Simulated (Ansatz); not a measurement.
Born–Oppenheimer molecular dynamics of C₂H₁₂N₂Si₂ (18 atoms, charge 0, multiplicity 1). It starts from a relaxed structure.

These are results of RKS PBE-D4/STO-3G (Ansatz 0.2.0), not measurements.

```json
{
 "ensemble": "NVE (velocity Verlet)",
 "time step": "0.5 fs",
 "steps asked": "544",
 "starting velocities drawn for": "300 K",
 "seed": "354373"
}
```

First frame:

```xyz
18
Properties=species:S:1:pos:R:3
C 2.242 -0.653 1.923
N 0.972 -0.108 1.320
Si 0.041 -1.359 0.414
N -1.491 -0.722 -0.123
Si -1.697 0.260 -1.562
C -0.970 2.000 -1.427
H 2.755 0.146 2.501
H 1.984 -1.469 2.629
H 2.986 -1.064 1.194
H 1.283 0.652 0.644
H 0.727 -1.844 -0.787
H -0.145 -2.445 1.368
H -2.125 -0.449 0.662
H -3.124 0.382 -1.839
H -1.025 -0.429 -2.656
H -1.143 2.567 -2.357
H -1.426 2.569 -0.599
H 0.119 1.974 -1.252
```

**Question.** What does the run give?

**Answer.** All steps were run.

```yaml
steps_done: 544
time_covered: 272 fs
mean_temperature_over_the_second_half: 144 K
spread_of_the_potential_energy_over_the_second_half: 1.9 meV per atom
mean_potential_energy_of_the_second_half_above_the_start: 18.1 meV per atom
```

The conserved energy stayed within 0.21 meV per atom of its start (net change 0.084 meV per atom), so the integration is sound. The temperature averaged 0.48 of the 300 K drawn at the start: a run that starts near a minimum puts about half its kinetic energy into the potential. A run of 0.27 ps of so small a system gives no equilibrium averages. Limits of this set-up: minimal basis.

**Question.** What happens to the structure?

**Answer.** The same pairs are bonded in the first frame and the last. Pairs count as bonded within 1.25 times the sum of covalent radii (0.12 Å more for H–H). This is one draw of velocities; another would differ in detail.

**Question.** How do temperature and energy run in time?

**Answer.** 
```tsv
time (fs)	T (K)	potential energy less start (eV)	conserved less start (meV/atom)
0.0	300	0.000	0.00
22.5	138	0.338	0.18
45.0	170	0.269	0.07
67.5	147	0.319	0.15
90.0	157	0.298	0.11
112.5	169	0.274	0.13
135.0	154	0.304	0.12
157.5	125	0.364	0.15
180.0	143	0.327	0.12
202.5	129	0.356	0.14
225.0	148	0.317	0.15
247.5	156	0.301	0.12
270.0	131	0.354	0.18
```

Run time: 21 min on 1 thread of Intel(R) Xeon(R) Platinum 8488C (Sapphire Rapids), on a shared host, peak memory 0.12 GiB.
